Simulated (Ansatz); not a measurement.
`C=[C]1[Te][Al]1[F]`. The species carries charge 0 and has multiplicity 1. Te takes the def2 core potential.

Cartesian coordinates in Å:
```
C 0.429 0.675 -1.202
C 0.094 0.000 -0.117
Te 1.044 -1.916 0.611
Al -0.760 -0.529 1.467
F -1.920 -0.196 2.573
H -0.106 1.590 -1.449
H 1.219 0.375 -1.884
```

Problem. List the harmonic frequencies (cm⁻¹, unscaled) at PBE0-D4/def2-TZVP in Ansatz. (Best estimate.)

Solution. The calculation gave: 149, 149, 221, 288, 326, 399, 558, 613, 920, 932, 1024, 1420, 1689, 3120, 3198.

Problem. Is this a minimum?

Solution. Yes, all 15 modes are real.

Problem. Give the ideal-gas thermochemistry at 298.15 K and 1 bar (rigid rotor, harmonic oscillator; point group Cs, symmetry number 1).

Solution. Zero-point energy 89.8 kJ/mol; H(298) − E = 108.7 kJ/mol; entropy 346.4 J/(mol·K), of which translation 174.9, rotation 119.8, vibration 51.7; G(298) − E = 5.4 kJ/mol.

Problem. And at 400, 500, 600, 800 and 1000 K?

Solution. 
```json
{"T (K)": "400", "H − E (kJ/mol)": "118.6", "S (J/mol/K)": "375.1", "G − E (kJ/mol)": "-31.4"}
{"T (K)": "500", "H − E (kJ/mol)": "129.4", "S (J/mol/K)": "399.1", "G − E (kJ/mol)": "-70.1"}
{"T (K)": "600", "H − E (kJ/mol)": "140.9", "S (J/mol/K)": "420.0", "G − E (kJ/mol)": "-111.1"}
{"T (K)": "800", "H − E (kJ/mol)": "165.6", "S (J/mol/K)": "455.5", "G − E (kJ/mol)": "-198.8"}
{"T (K)": "1000", "H − E (kJ/mol)": "191.8", "S (J/mol/K)": "484.7", "G − E (kJ/mol)": "-292.9"}
```
